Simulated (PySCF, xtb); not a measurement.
Two isomers of AlN2Si

We compare I, `[Al]1[N]2[Si][N]12`, a doublet, with II, `[N]=[Si]=[N][Al]`, a doublet. Both are isolated molecules in the gas phase, relaxed with PBE0-D4/def2-SVP.

I (Å):

```xyz
4

Al   -2.3179    0.8184    1.3823
N    -1.3866    2.5797    1.3831
N    -1.0820    1.8033    2.5961
Si   -0.3040    3.3705    2.5105
```

II (Å):

```yaml
atoms:
  - { symbol: Al, position_ang: [1.4809, 2.1571, 1.0049] }
  - { symbol: N, position_ang: [0.3880, 0.9027, 0.3086] }
  - { symbol: N, position_ang: [-1.5664, -1.3291, -0.9588] }
  - { symbol: Si, position_ang: [-0.5703, -0.1920, -0.3128] }
```

Quicker runs give these differences E(II) − E(I): GFN2-xTB −52.7 kJ/mol; HF/STO-3G +288.9 kJ/mol (at GFN2-xTB geometries).

**Question.** Estimate which is lower in electronic energy at PBE0-D4/def2-SVP, and by roughly how much.

**Answer.** The PBE0-D4/def2-SVP calculation puts structure I lower, by 119.3 kJ/mol.

Level by level:

```
             level          geometry  E(II) − E(I) (kJ/mol)  departure from the last row (kJ/mol)  job, with rough time for the two
          GFN2-xTB          GFN2-xTB                   −52.7                                −172.1              optimisation, 0.18 s
         HF/STO-3G          GFN2-xTB                  +288.9                                +169.6               single point, 1.9 s
r2SCAN-D4/def2-SVP          GFN2-xTB                   +79.9                                 −39.4                single point, 84 s
  PBE0-D4/def2-SVP  PBE0-D4/def2-SVP                  +119.3                                                      optimisation, 74 s
```

As drawn, II has 2 N=Si in place of 1 Al–N, 2 N–Si, 1 N–N. Structure I has 2 3-membered rings, II no ring.

GFN2-xTB puts the two in the other order. The largest departure from PBE0-D4/def2-SVP is that of GFN2-xTB, 172.1 kJ/mol. No coupled-cluster energies are at hand for both structures. No reliable frequencies are at hand for II, so it isn't confirmed as a minimum.

Open shells are spin-unrestricted, with notable spin contamination under HF/STO-3G. Run with PySCF 2.14.0, xtb 6.7.1; the last row on 2 threads of Arm Neoverse V2 on a shared host.
